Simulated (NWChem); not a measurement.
Atomisation of H$_{2}$As

```xyz
3

As     0.0000     0.0000    -0.0614
H     -1.0888     0.0000     1.0131
H      1.0888     0.0000     1.0131
```
Charge 0, spin multiplicity 2.

The numbers come from NWChem runs, not from measurements. Structure: optimised with UPBE0/def2-SVP, a minimum by its harmonic frequencies.

Basis set: def2-TZVP. The atomisation energy is electronic alone: no zero-point, thermal, spin-orbit or counterpoise terms. No value is extrapolated to the basis-set limit. Free atoms are single determinants with multiplicities As 4, H 2.

The Hamiltonian is non-relativistic. B3LYP has NWChem's definition, with VWN1-RPA local correlation. The structure started from a generated list of species. The unpaired electrons of the parent sit in orbitals of symmetry b2 (C2v labels of the run); other states weren't searched. The stability of the SCF solutions was not checked.

**Question.** Order these methods by the atomisation energy they give, lowest first: PBE, BP86, PBE0, LDA (SVWN5), B3LYP, M06-2X.

**Answer.** M06-2X (137.5 kcal/mol), PBE0 (138.4 kcal/mol), PBE (140.7 kcal/mol), B3LYP (144.5 kcal/mol), BP86 (148.1 kcal/mol), LDA (SVWN5) (162.0 kcal/mol)
